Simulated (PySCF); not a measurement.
A structure optimised at PBE-D3(BJ)/def2-TZVPD, used in a PySCF frequency run:

```
N
H 1 1.0321
H 1 1.0321 2 109.47
H 1 1.0321 2 109.47 3 120.00
H 1 1.0321 2 109.47 3 -120.00
```
Charge +1, spin multiplicity 1.

Q: Write its SMILES, formula and point group.

A: [NH4+], H4N, Td

Q: What are its rotational constants (standard atomic weights)?

A: 176.50, 176.50, 176.50 GHz
